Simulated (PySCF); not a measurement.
Species: C6H9NSi.
SMILES with atom numbers: `[CH2:1]=[CH:2][c:3]1[cH:4][cH:5][n:6]([SiH3:7])[cH:8]1` (hydrogens: H9, H10 on C1; H11 on C2; H12 on C4; H13 on C5; H14, H15, H16 on Si7; H17 on C8)

Theory: PySCF, PBE0-D3(BJ)/def2-SVP geometry optimisation, gas phase.

Give the optimised bond lengths and angles.

| bond | length (Å) |
| --- | --- |
| C1=C2 | 1.340 |
| C2–C3 | 1.455 |
| C3–C4 | 1.434 |
| C4–C5 | 1.370 |
| C5–N6 | 1.383 |
| N6–Si7 | 1.771 |
| N6–C8 | 1.377 |
| C3–C8 | 1.383 |
| C1–H9 | 1.092 |
| C1–H10 | 1.094 |
| C2–H11 | 1.096 |
| C4–H12 | 1.088 |
| C5–H13 | 1.089 |
| Si7–H14, Si7–H15, Si7–H16 | 1.490 |
| C8–H17 | 1.089 |

Bonds in one row agree within 0.01 Å and their mean is given. A selection of angles:
| angle | degrees |
| --- | --- |
| C2–C1–H9 | 121.2 |
| C2–C1–H10 | 121.9 |
| H9–C1–H10 | 117.0 |
| C1–C2–C3 | 126.4 |
| C1–C2–H11 | 118.5 |
| C3–C2–H11 | 115.2 |
| C2–C3–C4 | 128.8 |
| C2–C3–C8 | 125.1 |
| C4–C3–C8 | 106.1 |
| C3–C4–C5 | 107.5 |
| C3–C4–H12 | 126.8 |
| C5–C4–H12 | 125.8 |
| C4–C5–N6 | 109.1 |
| C4–C5–H13 | 130.1 |
| N6–C5–H13 | 120.8 |
| C5–N6–Si7 | 125.9 |
| C5–N6–C8 | 107.7 |
| Si7–N6–C8 | 126.0 |
| N6–Si7–H14 | 107.0 |
| N6–Si7–H16 | 111.4 |
| H14–Si7–H15 | 111.7 |
| H14–Si7–H16 | 109.8 |
| N6–C8–H17 | 121.2 |
| C3–C8–N6 | 109.5 |
| C3–C8–H17 | 129.3 |

Dihedral angles: C1–C2–C3–C4 1° (synperiplanar). The mirror-image conformer, all signs reversed, is as good.

Of the pairs four or more bonds apart, C4···H10 is among the closest relative to their van der Waals radii: 2.91 Å, 100 % of the sum of Bondi's values. The C–C distances run from 1.340 Å (C1=C2, drawn double) to 1.455 Å (C2–C3, drawn single), a spread of 0.115 Å. The 5-membered ring C3–C4–C5–N6–C8 has internal angles of 106.1° to 109.5°; it is planar, 0.00 Å rms from its mean plane, widest ring torsion 0°. N6 (pyrrole-type nitrogen) is planar (angles 126.0°, 125.9° and 107.7°, sum 359.6°, 0.06 Å off the plane of its three neighbours). Si7 (SiH3 silicon) is tetrahedral (angles from 107.0° to 111.7°).

No frequency check. The numbers are those of one conformer.
